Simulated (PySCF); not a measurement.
## Spin-rotation constants: F4K4

Geometry (Å), atoms numbered from 1 in this order:
```xyz
8

K    -0.398   -1.314    1.653
F     0.197    1.020    1.681
K     1.998    0.768    0.172
F     1.269   -1.517    0.013
K    -0.206   -1.087   -1.840
F    -1.845   -0.687   -0.162
K    -1.400    1.634    0.018
F     0.385    1.182   -1.534
```

Computed with GIAO BP86/def2-SVP (def2-TZVP on K) magnetisability, rotational g tensor and spin-rotation constants, non-relativistic, gas phase in PySCF. Geometry: GFN2-xTB.

The bonding changed while the geometry was optimised; results refer to the coordinates, not to the name.

Q: Give the nuclear spin-rotation constants along the inertial axes (H = +C I·J) beside the isotropic shieldings.

A: Rotational constants 0.7489, 0.7464, 0.7428 GHz.
| atom | isotope | Caa (kHz) | Cbb (kHz) | Ccc (kHz) | mean (kHz) | σ (ppm) |
| --- | --- | --- | --- | --- | --- | --- |
| K1 | 39K | 0.024 | 0.024 | 0.022 | 0.023 | 1221.4 |
| F2 | 19F | 0.663 | 0.703 | 0.651 | 0.672 | 316.3 |
| K3 | 39K | 0.023 | 0.024 | 0.023 | 0.023 | 1220.9 |
| F4 | 19F | 0.705 | 0.690 | 0.626 | 0.674 | 316.1 |
| K5 | 39K | 0.024 | 0.023 | 0.023 | 0.023 | 1221.0 |
| F6 | 19F | 0.691 | 0.659 | 0.669 | 0.673 | 316.1 |
| K7 | 39K | 0.023 | 0.023 | 0.024 | 0.023 | 1221.8 |
| F8 | 19F | 0.673 | 0.644 | 0.701 | 0.673 | 316.2 |

For the geometry as given, no vibrational averaging.
